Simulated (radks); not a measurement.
Q: These are the eigenvalues of the occupied orbitals of an atom or ion with whole-number occupations (hartree). Calculated with a radial shooting solver on a logarithmic mesh with Libxc functionals: Dirac Kohn-Sham, PBE, spin-unpolarised, spherical densities, finite nucleus; Fermi nuclear charge, rms radius of each element as measured or else 0.836 A^(1/3) + 0.57 fm.

orbital  eigenvalue
1s1/2     -121.1023
2s1/2     -16.94981
2p1/2     -14.58459
2p3/2     -14.49967

Which element is it, and in what charge state? The configuration may be excited. Open shells, if any, fill j = l - 1/2 first.

A: Z = 18, argon, charge +8: Ar8+ in [Ne]. The list shows which subshells hold electrons but not how many an open one holds; the 1s level, -121.1 hartree, gives Z - s = 15.6 by -(Z - s)^2/2, which with screening and relativity narrows Z to a few neighbours, and the depths of the outer levels then fix element, charge and occupations together.
